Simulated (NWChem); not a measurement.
The numbers come from NWChem runs, not from measurements. System: OSn (-1), charge -1, spin multiplicity 2, at a geometry optimised with UPBE/def2-SVP with def2 effective core potentials on Sn. The structure started from a generated list of species. Its SCF solution wasn't tested for a lower state.

Input file:

```
start mol
memory heap 200 mb stack 900 mb global 1100 mb
charge -1
geometry units angstroms nocenter noautoz noautosym
  Sn     0.000000     0.000000     0.272136
  O      0.000000     0.000000    -1.700848
end
basis spherical
  * library x2c-svpall-2c
end
relativistic
  zora on
end
dft
  xc xpbe96 cpbe96
  odft
  mult 2
  semidirect memsize 60000000 filesize 0
  iterations 100
  grid fine
end
task dft energy
```

The output up to the point where the run's verdict is printed (cleaned and shortened):

```
             Northwest Computational Chemistry Package (NWChem) 7.3.0
             --------------------------------------------------------

                                NWChem Input Module
                                -------------------

 Scaling coordinates for geometry "geometry" by  1.889725989
 (inverse scale =  0.529177249)

                             Geometry "geometry" -> ""
                             -------------------------

 Output coordinates in angstroms (scale by  1.889725989 to convert to a.u.)

  No.       Tag          Charge          X              Y              Z
 ---- ---------------- ---------- -------------- -------------- --------------
    1 Sn                  50.0000     0.00000000     0.00000000     0.27213600
    2 O                    8.0000     0.00000000     0.00000000    -1.70084800

 Effective nuclear repulsion energy (a.u.)     107.2846508638

            Nuclear Dipole moment (a.u.)
            ----------------------------
        X                 Y               Z
 ---------------- ---------------- ----------------
     0.0000000000     0.0000000000     0.0000302356


 Summary of "ao basis" -> "" (spherical)
 ------------------------------------------------------------------------------
       Tag                 Description            Shells   Functions and Types
 ---------------- ------------------------------  ------  ---------------------
 *                       x2c-svpall-2c                on all atoms

  pbe96 is a nonlocal functional; adding pw91lda local functional.

                                 NWChem DFT Module
                                 -----------------

 Summary of "ao basis" -> "ao basis" (spherical)
 ------------------------------------------------------------------------------
       Tag                 Description            Shells   Functions and Types
 ---------------- ------------------------------  ------  ---------------------
 Sn                      x2c-svpall-2c              18       50   6s8p4d
 O                       x2c-svpall-2c               6       14   3s2p1d

 Summary of "ao basis" -> "ao basis" (spherical)
[...]
                                                     1.70D-04  6.10D-03
 d= 0,ls=0.5,diis    76  -6318.3163066422 -2.22D-03  1.02D-03  3.01D-03    17.7
                                                     3.63D-04  4.93D-03
 d= 0,ls=0.5,diis    77  -6318.3184050257 -2.10D-03  9.12D-04  2.11D-03    17.9
                                                     5.03D-04  3.15D-03
 d= 0,ls=0.5,diis    78  -6318.3202778776 -1.87D-03  7.77D-04  1.06D-03    18.1
                                                     3.91D-04  1.19D-03
 d= 0,ls=0.5,diis    79  -6318.3214313343 -1.15D-03  6.54D-04  5.64D-04    18.2
                                                     2.99D-04  4.38D-04
 d= 0,ls=0.5,diis    80  -6318.3221302990 -6.99D-04  5.36D-04  3.31D-04    18.4
                                                     1.38D-04  1.72D-04
 d= 0,ls=0.5,diis    81  -6318.3225618808 -4.32D-04  4.46D-04  2.22D-04    18.6
                                                     7.69D-05  9.98D-05
 d= 0,ls=0.5,diis    82  -6318.3228540306 -2.92D-04  3.76D-04  1.55D-04    18.8
                                                     6.41D-05  6.86D-05
 d= 0,ls=0.5,diis    83  -6318.3230592228 -2.05D-04  3.15D-04  1.10D-04    19.0
                                                     4.68D-05  5.05D-05
 d= 0,ls=0.5,diis    84  -6318.3232047997 -1.46D-04  2.63D-04  7.80D-05    19.1
                                                     3.86D-05  3.52D-05
 d= 0,ls=0.5,diis    85  -6318.3233077392 -1.03D-04  2.20D-04  5.48D-05    19.3
                                                     3.64D-05  2.43D-05
 d= 0,ls=0.5,diis    86  -6318.3233808131 -7.31D-05  1.84D-04  3.85D-05    19.5
                                                     2.82D-05  1.54D-05
 d= 0,ls=0.5,diis    87  -6318.3234316276 -5.08D-05  1.54D-04  2.78D-05    19.7
                                                     2.64D-05  1.06D-05
 d= 0,ls=0.5,diis    88  -6318.3234676630 -3.60D-05  1.30D-04  1.93D-05    19.8
                                                     2.39D-05  7.29D-06
 d= 0,ls=0.5,diis    89  -6318.3234928306 -2.52D-05  1.09D-04  1.36D-05    20.0
                                                     1.98D-05  5.25D-06
 d= 0,ls=0.5,diis    90  -6318.3235105033 -1.77D-05  9.15D-05  9.81D-06    20.2
                                                     1.70D-05  3.87D-06
 d= 0,ls=0.5,diis    91  -6318.3235230431 -1.25D-05  7.69D-05  6.92D-06    20.4
                                                     1.35D-05  2.78D-06
 d= 0,ls=0.5,diis    92  -6318.3235318559 -8.81D-06  6.46D-05  4.91D-06    20.6
                                                     1.12D-05  2.00D-06
 d= 0,ls=0.5,diis    93  -6318.3235380492 -6.19D-06  5.40D-05  3.47D-06    20.7
                                                     9.43D-06  1.43D-06
 d= 0,ls=0.5,diis    94  -6318.3235423982 -4.35D-06  4.50D-05  2.42D-06    20.9
                                                     7.44D-06  1.00D-06
 d= 0,ls=0.5,diis    95  -6318.3235454351 -3.04D-06  3.76D-05  1.67D-06    21.1
                                                     5.57D-06  6.71D-07
 d= 0,ls=0.5,diis    96  -6318.3235475449 -2.11D-06  3.14D-05  1.16D-06    21.3
                                                     4.27D-06  4.37D-07
 d= 0,ls=0.5,diis    97  -6318.3235490111 -1.47D-06  2.64D-05  8.13D-07    21.4
                                                     3.62D-06  2.95D-07
 d= 0,ls=0.5,diis    98  -6318.3235500323 -1.02D-06  2.21D-05  5.65D-07    21.6
                                                     2.81D-06  2.07D-07
 d= 0,ls=0.5,diis    99  -6318.3235507449 -7.13D-07  1.85D-05  3.95D-07    21.8
                                                     2.17D-06  1.45D-07
 d= 0,ls=0.5,diis   100  -6318.3235512430 -4.98D-07  1.55D-05  2.77D-07    22.0
                                                     1.57D-06  1.02D-07
(nogshift,skip_gshiftAOev,done_Fji)=( 1,F,F)
```

The run did not converge; its last values are not results. The next line reads: Calculation failed to converge. NWChem stopped with the message: dft energy failed.
